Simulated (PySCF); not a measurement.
Species: C4H6OSSi.
SMILES with atom numbers: `[SiH3:1][O:2][c:3]1[cH:4][cH:5][s:6][cH:7]1`

NICS = −σ at a ghost point: NICS(0) at the centroid of the ring atoms, NICS(1) 1 Å to either side along the normal of their mean plane, zz for the tensor component along that normal. Level: GIAO PBE0/pcSseg-1 (PySCF, non-relativistic, gas phase) on the GFN2-xTB geometry, one conformer.

Ring bond lengths (Å), with Mayer bond orders in brackets: C3–C4 1.424 (1.25), C4–C5 1.354 (1.58), C5–S6 1.719 (1.18), S6–C7 1.718 (1.13), C7–C3 1.362 (1.57).

Give the NICS values of each ring in ppm.

```csv
ring,type,NICS(0),"NICS(1), two faces","NICS(1)zz, two faces",rms pucker (Å),"centre to ring atoms, mean (Å)"
C3–C4–C5–S6–C7,5-membered ring with S; formal bonds all aromatic,-13.6,-10.8 / -10.8,-24.9 / -24.9,0.00,1.28
```

What do they say, and how far can they be read as aromaticity?

- C3–C4–C5–S6–C7: mean NICS(1)zz -24.9 ppm, shielded, aromatic by this magnetic criterion (flat ring, no four-coordinate atom).

How equal are the bonds by HOMA? HOMA takes Krygowski's 1993 parameters.

- C3–C4–C5–S6–C7: HOMA 0.78; the largest term is that of C3–C4, α(R − Ropt)² = 0.33. The geometric and the magnetic index point the same way.

List the ring angles and the Hirshfeld charges of the ring atoms.

- C3–C4–C5–S6–C7: C3 112.4° (+0.056 e), C4 112.3° (-0.084 e), C5 112.2° (-0.082 e), S6 91.3° (+0.096 e), C7 111.9° (-0.122 e); sum 540.0° against 540° for a flat convex ring.

What are the shieldings of the ring atoms and their hydrogens in the same run (means over atoms taken as equivalent)?

```tsv
atoms	environment	σ isotropic (ppm)
C3	aromatic carbon bearing oxygen	26.9
C4	aromatic CH carbon	60.1
C5	aromatic CH next to a ring sulfur	53.7
S6	thiophene-type sulfur	322.3
C7	aromatic CH next to a ring sulfur	80.1
H on C4	aromatic hydrogen	24.77
H on C5	aromatic hydrogen	24.61
H on C7	aromatic hydrogen	25.67
```

Conformer computed: `[SiH3:1][O:2][c:3]1[cH:4][cH:5][s:6][cH:7]1`: Si1–O2–C3–C4 180°.
